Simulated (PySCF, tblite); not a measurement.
Isomers of C4H8OSi2, one GFN2-xTB conformer each. Single-point energies are computed at PBE0/pcSseg-1 (PySCF, gas phase, no added dispersion term), electronic only.

```json
{"SMILES": "C#C[Si@H]1CC[SiH2]O1", "GFN2-xTB relative energy (kcal/mol)": "0.0"}
{"SMILES": "C=C[Si@H]1C[SiH2]C1=O", "GFN2-xTB relative energy (kcal/mol)": "82.3"}
```

Conformers: `[CH:1]#[C:2][Si@H:3]1[CH2:4][CH2:5][SiH2:6][O:7]1` with C2–Si3–C4–C5 137°, Si3–C4–C5–Si6 -29°, C4–C5–Si6–O7 24°, C5–Si6–O7–Si3 -9°; `[CH2:1]=[CH:2][Si@H:3]1[CH2:4][SiH2:5][C:6]1=[O:7]` with C1–C2–Si3–C4 -15°.

Task: What does PBE0/pcSseg-1 give for the same structures?

Result: 
| SMILES | PBE0/pcSseg-1 E (Eh) | PBE0/pcSseg-1 (kcal/mol) | GFN2-xTB (kcal/mol) | point group |
| --- | --- | --- | --- | --- |
| C#C[Si@H]1CC[SiH2]O1 | -810.90747 | 0.0 | 0.0 | C1 |
| C=C[Si@H]1C[SiH2]C1=O | -810.83109 | 47.9 | 82.3 | C1 |

Both levels put the same isomer lowest. As drawn, the lower has a C≡C bond and an Si–O bond, which the higher lacks; the higher has a four-membered ring, a C=O bond and a C=C bond outside aromatic rings, which the lower lacks.

Task: Which frontier levels, dipoles and rotational constants go with these structures?

Result: 
```csv
SMILES,"HOMO (eV, PBE0/pcSseg-1)",LUMO (eV),dipole (D),"A, B, C (MHz)"
C#C[Si@H]1CC[SiH2]O1,-7.98,-0.28,1.69,"3632, 1205, 1046"
C=C[Si@H]1C[SiH2]C1=O,-5.96,-1.90,2.76,"2453, 1344, 1112"
```

Task: What happens when harmonic zero-point energies from GFN2-xTB frequencies are added?

Result: 
| SMILES | ZPE (kcal/mol) | electronic (kcal/mol) | with ZPE (kcal/mol) |
| --- | --- | --- | --- |
| C#C[Si@H]1CC[SiH2]O1 | 64.7 | 0.0 | 0.0 |
| C=C[Si@H]1C[SiH2]C1=O | 63.0 | 47.9 | 46.2 |

The zero-point energies span 1.7 kcal/mol. The order is unchanged.
